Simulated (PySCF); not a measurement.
Vertical excitations of a molecule CH6OSi from TDDFT-PBE0/def2-SVPD (PySCF), as energy in eV (oscillator strength): 7.20 (0.010), 7.81 (0.006), 8.08 (0.057), 8.53 (0.017), 8.74 (0.039), 8.87 (0.098), 9.12 (0.020), 9.20 (0.011), 9.26 (0.143), 9.45 (0.029). Lowest triplet (TDA): 6.87 eV. The structure is a stationary point at B3LYP-D3(BJ)/def2-TZVP. One conformer was computed; it need not be the lowest.

Q: Which molecule gave these data?
A) OC[SiH3]
B) C[SiH2]O
C) CO[SiH3]

A: B, C[SiH2]O
